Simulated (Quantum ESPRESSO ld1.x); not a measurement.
The numbers below are computed, except where a source is named.
These are the eigenvalues of the occupied orbitals of an atom or ion with whole-number occupations (eV). Level of theory: Dirac Kohn-Sham, LDA (Slater exchange, Gunnarsson-Lundqvist correlation), spin-unpolarised, spherical densities, point nucleus (ld1.x of Quantum ESPRESSO 7.5).

| orbital | eigenvalue |
|---|---|
| 1s1/2 | -83002.1 |
| 2s1/2 | -14716.0 |
| 2p1/2 | -14122.2 |
| 2p3/2 | -12176.2 |
| 3s1/2 | -3506.43 |
| 3p1/2 | -3238.81 |
| 3p3/2 | -2807.85 |
| 3d3/2 | -2364.01 |
| 3d5/2 | -2271.61 |
| 4s1/2 | -785.587 |
| 4p1/2 | -670.953 |
| 4p3/2 | -566.636 |
| 4d3/2 | -379.111 |
| 4d5/2 | -359.665 |
| 5s1/2 | -137.936 |
| 4f5/2 | -118.056 |
| 4f7/2 | -113.858 |
| 5p1/2 | -99.9790 |
| 5p3/2 | -81.5089 |
| 5d3/2 | -30.6079 |
| 5d5/2 | -28.6672 |

Which element is it, and in what charge state? The configuration may be excited. Open shells, if any, fill j = l - 1/2 first.

Answer. Z = 80, mercury, charge +2: Hg2+ in [Xe] 4f14 5d10. The list shows which subshells hold electrons but not how many an open one holds; the 1s level, -3050.3 hartree, gives Z - s = 78.1 by -(Z - s)^2/2, which with screening and relativity narrows Z to a few neighbours, and the depths of the outer levels then fix element, charge and occupations together.
